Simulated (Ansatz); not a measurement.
Geometry optimisation, Ansatz 0.2.0, UKS BLYP/def2-SVP.

input.yaml

```yaml
crystal:
  periodic: [false, false, false]
  atoms:
    - { symbol: Si, position_ang: [-0.8142, 0.8061, 0.0923] }
    - { symbol: H, position_ang: [-0.1168, -0.4882, 1.2571] }
    - { symbol: H, position_ang: [-1.0832, 1.7263, -1.034] }
    - { symbol: H, position_ang: [-1.9672, -0.0862, 0.0705] }
    - { symbol: Cl, position_ang: [-0.3168, 2.1506, 1.5082] }
    - { symbol: H, position_ang: [1.2313, -0.9589, -0.4572] }
    - { symbol: O, position_ang: [0.7187, 0.0372, -1.0581] }
    - { symbol: H, position_ang: [0.5701, -1.1688, 1.0976] }
    - { symbol: F, position_ang: [1.3872, -1.7587, 0.4262] }
    - { symbol: H, position_ang: [0.391, -0.2593, -1.9026] }
magnetization:
  spin_polarized: true
basis:
  gaussian: { orbitals: def2-SVP }
hamiltonian:
  xc: blyp
relax:
  f_tol: 0.15
  max_steps: 25
  restrain:
    - { distance: [0, 6], at: 3.07, k: 30.0 }
    - { distance: [5, 8], at: 2.18, k: 30.0 }
    - { distance: [7, 1], at: 1.92, k: 30.0 }
    - { distance: [0, 1], at: 1.42, k: 30.0 }
    - { distance: [5, 6], at: 0.97, k: 30.0 }
    - { distance: [7, 8], at: 0.88, k: 30.0 }
```

Launched with:

```bash
$ ansatz run input.yaml --threads 2 --pin off --max-ram 3072MiB --backend cpu --events-out ev --progress --plain --runs-dir out
```

Problem. Where does it end, and by what steps?

Solution. It converged. The restraints hold the end off the free minimum. After 17 steps the energy has fallen by 1.366 eV (the restraints' own energy left out); Cl5 moved furthest, 1.62 Å. Parted: Si1–O7. Joined: Si1–H2, H6–O7, H8–F9.

```csv
step,energy less start (eV),largest force component (eV/Å),accepted
0,0.0000,2.690,yes
1,0.2070,2.658,yes
2,0.7231,4.833,yes
3,0.3946,2.369,yes
4,-0.2257,1.240,yes
5,-0.7060,0.994,yes
6,-1.0249,0.931,yes
7,-1.1394,0.881,yes
8,-1.1778,0.932,yes
9,-1.2188,0.844,yes
10,-1.2475,1.113,no
11,-1.2585,0.795,yes
12,-1.2847,0.814,yes
13,-1.3148,0.868,yes
14,-1.3394,0.787,yes
15,-1.3447,0.868,yes
16,-1.3576,0.843,yes
17,-1.3659,0.881,yes
```

```xyz
10
Properties=species:S:1:pos:R:3
Si -0.817 1.092 0.494
H 0.261 0.349 1.121
H -0.285 2.129 -0.433
H -1.785 0.165 -0.164
Cl -1.844 2.066 2.052
H 1.215 -1.014 -1.165
O 0.719 -0.378 -1.714
H 1.021 -1.410 1.215
F 1.468 -2.050 0.729
H 0.047 -0.949 -2.135
```

Whether the end is a true minimum wasn't checked by a vibrational analysis.

Run time: 48 s on 2 threads of Arm Neoverse V1, on a shared host, peak memory 0.17 GiB.
